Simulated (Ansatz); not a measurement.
Compare A (`O=C(O)C[SiH3]`) with its isomer B (`CO[Si]OC`).

Program: Ansatz. Geometries: PBE0-D4/def2-TZVP. ΔE: electronic, gas phase. CBS: MP2 limit from def2 TZ/QZ plus the TZ coupled-cluster correction, frozen cores. Functionals use def2-TZVPP. B3LYP here is the variant with VWN-RPA as its local correlation; programs differ in this. One conformer a species, not always the lowest.

(1) Which isomer does CCSD(T)/CBS put lower? Give the gap. (An estimate is asked.)

(2) Give E(B) − E(A) in kJ/mol with CCSD/def2-TZVPP, r2SCAN-D4, MP2/def2-TZVPP, B2PLYP, CCSD(T)/def2-TZVPP, HF/def2-TZVPP, B3LYP. (Estimate.)

Largest T1 diagnostic: 0.014.

Results:

(1) Ansatz gave: B, by 48.2 kJ/mol.

(2) Computed: CCSD/def2-TZVPP -47.2, r2SCAN-D4 -26.9, MP2/def2-TZVPP -39.5, B2PLYP -48.3, CCSD(T)/def2-TZVPP -43.4, HF/def2-TZVPP -38.5, B3LYP -52.7. None reverses the order clearly.
